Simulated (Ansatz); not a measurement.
Process, species as SMILES: BN (BH2-NH2) → [BH-]N (closed-shell singlet) + H+
B3LYP-D3(BJ)/def2-TZVP geometries, fixed; electronic energies without zero-point terms.
Largest species:
```
B
N 1 1.3876
H 2 1.0069 1 123.31
H 2 1.0069 3 113.37 1 180.00
H 1 1.1928 2 119.04 3 0.00
H 1 1.1928 5 121.92 2 180.00
```

Effect of a fitting basis named in the input at MP2/def2-TZVPP with Ansatz (a quantum-chemistry and plane-wave program), against the last row, where the deprotonation energy is 437.87 kcal/mol. Cores are frozen. A restricted Hartree-Fock determinant is unstable towards unrestricted orbitals. The proton leaves the site shown, which need not be the most acidic. The default fits or decomposes integrals by the program's own choice; accuracy: high also tightens integrals, grids and stops.

```json
[
 {"setting": "fitting: def2-universal-jkfit and def2-SVP-RIFIT", "largest shift of a total energy (mEh)": "-0.629", "shift of the deprotonation energy (kcal/mol)": "-0.043"},
 {"setting": "fitting: def2-universal-jkfit and cc-pVDZ-RIFIT", "largest shift of a total energy (mEh)": "-0.150", "shift of the deprotonation energy (kcal/mol)": "-0.027"},
 {"setting": "fitting: def2-universal-jkfit and cc-pVTZ-RIFIT", "largest shift of a total energy (mEh)": "0.250", "shift of the deprotonation energy (kcal/mol)": "0.090"},
 {"setting": "fitting: def2-universal-jkfit and aug-cc-pVTZ-RIFIT", "largest shift of a total energy (mEh)": "0.088", "shift of the deprotonation energy (kcal/mol)": "0.007"},
 {"setting": "fitting: def2-universal-jkfit and cc-pVQZ-RIFIT", "largest shift of a total energy (mEh)": "0.124", "shift of the deprotonation energy (kcal/mol)": "0.036"},
 {"setting": "fitting: def2-universal-jkfit and aug-cc-pVQZ-RIFIT", "largest shift of a total energy (mEh)": "0.064", "shift of the deprotonation energy (kcal/mol)": "0.008"},
 {"setting": "accuracy: high", "largest shift of a total energy (mEh)": "-0.002", "shift of the deprotonation energy (kcal/mol)": "-0.001"},
 {"setting": "accuracy: medium (default)", "largest shift of a total energy (mEh)": "0.000", "shift of the deprotonation energy (kcal/mol)": "0.000"}
]
```

Within 0.05 kcal/mol in the deprotonation energy: fitting: def2-universal-jkfit and def2-SVP-RIFIT; fitting: def2-universal-jkfit and cc-pVDZ-RIFIT; fitting: def2-universal-jkfit and aug-cc-pVTZ-RIFIT; fitting: def2-universal-jkfit and cc-pVQZ-RIFIT; fitting: def2-universal-jkfit and aug-cc-pVQZ-RIFIT; accuracy: high. The largest shift is 0.629 mEh in a total energy and 0.090 kcal/mol in the difference.
